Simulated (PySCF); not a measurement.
Delta-SCF ions had no search for a lower state. Excitations are Tamm–Dancoff values on a coarser integration grid. The basis has no diffuse functions, so Rydberg states are missing or too high.

C4H3N, SMILES `N(C#C)C#C` (charge 0, multiplicity 1)

These are M06-2X/def2-TZVP // B3LYP-D3(BJ)/def2-TZVP (PySCF 2.14.0) values and carry that method's errors.

The HOMO comes out as -7.62 eV and the dipole moment is 1.10 D. The HOMO–LUMO gap is 8.71 eV and the LUMO is 1.09 eV. The S1 excitation (TDA) is 5.10 eV and the S1 oscillator strength comes out as 0.000. The brightest of the four lowest singlets (TDA) is 6.68 eV and the T1 excitation (TDA) is 4.96 eV. The S1–T1 gap (TDA) comes out as 0.14 eV. The vertical ionisation energy (Delta-SCF) is 8.80 eV. The total energy is -208.8097 Ha and the cost is around 9 core-minutes (rough).

Bonded distances (Å): C1–C2 1.200, C1–H6 1.061, C2–N3 1.345, N3–C4 1.345, N3–H7 1.009, C4–C5 1.200, C5–H8 1.061. Bond angles (°): C2–C1–H6 179.8, C1–C2–N3 179.5, C2–N3–C4 123.5, C2–N3–H7 118.2, C4–N3–H7 118.2, N3–C4–C5 179.5, C4–C5–H8 179.8.
Charge 0, spin multiplicity 1.
